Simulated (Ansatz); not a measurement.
Saddle point of SnNH9O, singlet (SnH₄ + H₂O + NH₃ → SnNH₅ ([NH2][SnH3]) + H₂O + H₂; bonds formed: Sn1–N7, H2–H8, H6–O9; bonds broken: Sn1–H2, H6–N7, H8–O9), PBE0-D4/def2-TZVP structure:

| atom | x (Å) | y (Å) | z (Å) |
| --- | --- | --- | --- |
| Sn1 | -0.7685 | 0.2039 | -1.2753 |
| H2 | -0.1971 | -1.6059 | -0.2064 |
| H3 | 0.4128 | -0.3615 | -2.3639 |
| H4 | -1.1075 | 1.8287 | -1.8204 |
| H5 | -2.2997 | -0.5344 | -1.1818 |
| H6 | 0.6620 | 0.1160 | 1.1340 |
| N7 | 0.0415 | 0.9899 | 0.5808 |
| H8 | 0.3749 | -1.4767 | 0.5658 |
| O9 | 1.0411 | -1.0296 | 1.5655 |
| H10 | 0.5887 | 1.8207 | 0.3816 |
| H11 | -0.7184 | 1.2855 | 1.1861 |
| H12 | 1.9703 | -1.2367 | 1.4341 |

Energies are electronic, without zero-point energy. Barriers and step energies count from the start structure reached by relaxing down the imaginary mode; all methods use the PBE0-D4 structures, on which another method's saddle can fall below an end. Computed with Ansatz 0.2.0 (basis: def2-TZVPP, with def2-QZVPP for the basis limit); correlated methods freeze the cores. Filled d shells of the heavier atoms are correlated. Core potentials replace the inner electrons of the atoms past krypton. The def2 sets are not built for correlating such inner shells, so the correlated values are less sure here. B3LYP uses VWN-RPA correlation. Extrapolation: Hartree–Fock as exp(−7.88 √X), correlation as X^−2.97.

```json
{"method": "SPW92", "barrier (eV)": "0.958", "step energy (eV)": "0.412"}
{"method": "PBE-D4", "barrier (eV)": "1.346", "step energy (eV)": "0.322"}
{"method": "BLYP-D4", "barrier (eV)": "?", "step energy (eV)": "0.270"}
{"method": "r2SCAN-D4", "barrier (eV)": "1.488", "step energy (eV)": "0.326"}
{"method": "B97M-V", "barrier (eV)": "1.768", "step energy (eV)": "0.491"}
{"method": "PBE0-D4", "barrier (eV)": "1.612", "step energy (eV)": "0.380"}
{"method": "B3LYP-D4", "barrier (eV)": "1.674", "step energy (eV)": "0.329"}
{"method": "r2SCAN0-D4", "barrier (eV)": "1.701", "step energy (eV)": "0.378"}
{"method": "BHLYP-D4", "barrier (eV)": "1.979", "step energy (eV)": "0.393"}
{"method": "CAM-B3LYP-D4", "barrier (eV)": "1.759", "step energy (eV)": "0.357"}
{"method": "wB97X-V", "barrier (eV)": "?", "step energy (eV)": "0.345"}
{"method": "wB97M-V", "barrier (eV)": "?", "step energy (eV)": "0.369"}
{"method": "B2PLYP", "barrier (eV)": "1.806", "step energy (eV)": "0.311"}
{"method": "PBE-QIDH", "barrier (eV)": "1.806", "step energy (eV)": "0.357"}
{"method": "RPA on PBE", "barrier (eV)": "1.900", "step energy (eV)": "0.306"}
{"method": "HF", "barrier (eV)": "2.688", "step energy (eV)": "0.473"}
{"method": "MP2", "barrier (eV)": "1.818", "step energy (eV)": "0.249"}
{"method": "CCSD", "barrier (eV)": "2.068", "step energy (eV)": "0.369"}
{"method": "CCSD(T)", "barrier (eV)": "1.920", "step energy (eV)": "0.331"}
```

(1) Fill in the withheld barriers. (To be estimated.)

The T1 diagnostic stays at or below 0.014.

Results:

(1) By the calculation: BLYP-D4 1.462; wB97M-V 1.862; wB97X-V 1.838 eV. Each is the energy of the saddle less that of the start structure, by the same method.

For comparison, the barrier by CCSD(T) at an estimated basis limit (MP2 extrapolated from triple and quadruple zeta, plus CCSD(T) − MP2 in triple zeta) is 1.836 eV.

Labels in which every atom is bracketed show which atoms are joined, not bond orders.

For scale, one of the runs: CCSD(T)/def2-TZVPP, 238 basis functions, launched by `ansatz run in.yaml --threads 4 --pin off --events-out ev --progress --plain --max-ram 9574MiB`. Hardware: 4 CPU threads of an Arm Neoverse V2, shared host. Wall time 2.2 min; peak host memory 5 GiB.
